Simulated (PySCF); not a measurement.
## Computed structure and properties of Lu(SH)3

System: Lu(SH)3 (singlet in the valence; each metal's 4f electrons, 14 of them, lie in its core potential, out of spins and levels); start: displaced along the imaginary mode (C3). Method: PySCF 2.14.0, RKS PBE0, Lu lcecp-1-SVP with ECP60, S def2-SVP, H def2-SVP; non-relativistic Hamiltonian with scalar-relativistic core potentials where named; density fitting; no spin-orbit coupling.

Input of the relaxation:

```python
mol = gto.M(atom='''
Lu     0.00000     0.00000    -0.24743
S      2.44650    -0.00705     0.39689
H      2.19192     0.25001     1.72552
S     -1.21715     2.12225     0.39689
H     -1.31248     1.77325     1.72552
S     -1.22935    -2.11521     0.39689
H     -0.87944    -2.02327     1.72552''',
    basis={'Lu': 'lcecp-1-SVP', 'S': 'def2-SVP', 'H': 'def2-SVP'},
    ecp={'Lu': 'lcecp-1-SVP'},
    charge=0, spin=0)
mf = dft.RKS(mol, xc='PBE0')
mf.grids.atom_grid = (50, 194)  # f atoms: unpruned, at least (60, 302)
mf = mf.density_fit()  # fitting sets: Lu AutoAux, S def2-universal-JKFIT, H def2-universal-JKFIT
mf.conv_tol = 1e-08; mf.max_cycle = 55
mf.kernel(dm0)  # dm0: converged density of the start geometry
# quasi-Newton relaxation in Cartesian coordinates to a largest gradient under 0.00045 Eh/bohr, steps kept in the point group
```

Run from Python with OMP_NUM_THREADS=2; the lines above give its settings. Where DIIS fails, smearing, a level shift and second-order steps follow.
It took 100 s on 2 threads of Arm Neoverse V1 (shared host), from the converged density of the start.

Course of the relaxation:

```tsv
step	energy above end (eV)	largest force component within the symmetry (eV/Å)
0	0.4461	0.582
1	0.4034	0.190
2	0.3482	0.566
3	0.3174	0.759
4	0.2285	0.102
5	0.2010	0.648
6	0.1661	0.183
7	0.1387	0.120
17	0.0121	0.089
18	0.0090	0.108
19	0.0051	0.138
20	0.0006	0.042
21	0.0007	0.116
22	0.0000	0.005
```
(The steps between are left out.)

Relaxed geometry (C3, nearly C3h):

```xyz
7

Lu    0.0000    0.0000    0.8438
S     2.4847   -0.4378    0.8538
H     2.8028    0.8786    0.9048
S    -0.8632    2.3707    0.8538
H    -2.1623    1.9880    0.9048
S    -1.6215   -1.9329    0.8538
H    -0.6405   -2.8666    0.9048
```

```csv
contact,Å
Lu1–S2 (SH),2.523
Lu1–S4 (SH),2.523
Lu1–S6 (SH),2.523
```

On the finer grid (75, 302):

```
HOMO                                                          : -7.57 eV
LUMO                                                          : -2.41 eV
Dipole about the centre of mass                               : 0.03 D
Set of Mulliken populations of Lu1 outside the core potential : s 2.46, p 6.42, d 1.32, f 0.03
D3(BJ) dispersion energy (not in the energies)                : -0.186 eV
```

| atom | Mulliken (e) | Löwdin (e) | spin (e) |
| --- | --- | --- | --- |
| Lu1 | 0.78 | -0.14 | 0.00 |
| S2 | -0.38 | 0.02 | 0.00 |
| H3 | 0.12 | 0.03 | 0.00 |
| S4 | -0.38 | 0.02 | 0.00 |
| H5 | 0.12 | 0.03 | 0.00 |
| S6 | -0.38 | 0.02 | 0.00 |
| H7 | 0.12 | 0.03 | 0.00 |

The 4f levels lie in the core potential and are missing.

On the grid (50, 194), as all that follows. Harmonic modes: a minimum within the noise of the softest modes; lowest 35 cm⁻¹ (negative: unstable), highest 2686 cm⁻¹, zero-point energy 0.678 eV.

Taking off one SH (charge -1, singlet; the rest: singlet) in vacuum, both parts rigid, costs 9.41 eV; the small basis without counterpoise inflates it. Most of it is the attraction of opposite charges; other ways to part are cheaper, and one spin state was tried for the rest.

Rigid scan of SH along the line from its metal:

```
distance to S2 (Å)  energy (eV)
              2.22        0.685
              2.32        0.267
              2.42        0.059
              2.52        0.000
              2.62        0.047
              2.72        0.166
              2.92        0.535
              3.22        1.219
              3.62        2.115
              4.12        3.035
```

One start shape was tried, so this needn't be the lowest isomer.

An lcecp potential fixes the number of 4f electrons, so in runs with it no electron can move into or out of that shell.
